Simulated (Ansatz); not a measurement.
`C[O][AlH2]` and `C[O][SnH3]` differ in one atom or group.

Ansatz, PBE0-D4/def2-TZVP geometries, multiplicity 1. 

Elements past krypton have def2 core potentials.

```csv
property,`C[O][AlH2]`
HOMO–LUMO gap (ωB97M-V/def2-TZVPP) / eV,10.99
zero-point energy (PBE0-D4/def2-TZVP) / kJ/mol,145.0
LUMO energy (ωB97M-V/def2-TZVPP) / eV,0.61
LUMO energy (PBE0/def2-TZVPP) / eV,-0.97
LUMO energy (B3LYP/def2-TZVPP) / eV,-1.19
"ideal-gas entropy at 298 K and 1 bar (rigid rotor, harmonic PBE0-D4/def2-TZVP) / J/(mol·K)",297
```

Problem. What does the change do to each property? (An estimate is asked.)

Solution. The calculation gave: 
| property | `C[O][SnH3]` | shift |
| --- | --- | --- |
| HOMO–LUMO gap (ωB97M-V/def2-TZVPP) / eV | 10.95 | -0.04 |
| zero-point energy (PBE0-D4/def2-TZVP) / kJ/mol | 161.3 | 16.3 |
| LUMO energy (ωB97M-V/def2-TZVPP) / eV | 1.07 | 0.46 |
| LUMO energy (PBE0/def2-TZVPP) / eV | -0.40 | 0.57 |
| LUMO energy (B3LYP/def2-TZVPP) / eV | -0.65 | 0.54 |
| ideal-gas entropy at 298 K and 1 bar (rigid rotor, harmonic PBE0-D4/def2-TZVP) / J/(mol·K) | 325 | 28 |

The zero-point energy changes by 16.3 kJ/mol with +3 modes.

B3LYP here is the variant with VWN-RPA as its local correlation; programs differ in this.
